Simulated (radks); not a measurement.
Results of a calculation; reference values are marked as such.
Q: Species: Au5+. Configuration: [Xe] 4f14 5d6. Level of theory: Dirac Kohn-Sham, LDA (Slater exchange, Perdew-Wang correlation), spin-unpolarised, spherical densities, finite nucleus; open shells fill j = l - 1/2 first; Fermi nuclear charge, rms radius 5.4371 fm (a radial shooting solver on a logarithmic mesh with Libxc functionals).

Spin-orbit splittings of the eigenvalues, e(l+1/2) - e(l-1/2), with zeta = 2 splitting/(2l+1) and mean radii in bohr:

shell  occ.  splitting (eV)  zeta (eV)  <r> j=l-1/2  <r> j=l+1/2
2p        6               ?          ?      0.05800      0.06655
3p        6           404.5      269.7       0.1737       0.1894
3d       10           87.03      34.81       0.1649       0.1696
4p        6           97.29      64.86       0.4095       0.4437
4d       10           18.13      7.251       0.4520       0.4632
4f       14           3.828      1.094       0.4938       0.5007
5p        6           17.46      11.64       0.9844        1.072
5d        6           2.155     0.8620        1.322        1.356

Estimate the 2p splitting.

A: 1833 eV (zeta = 1222 eV).
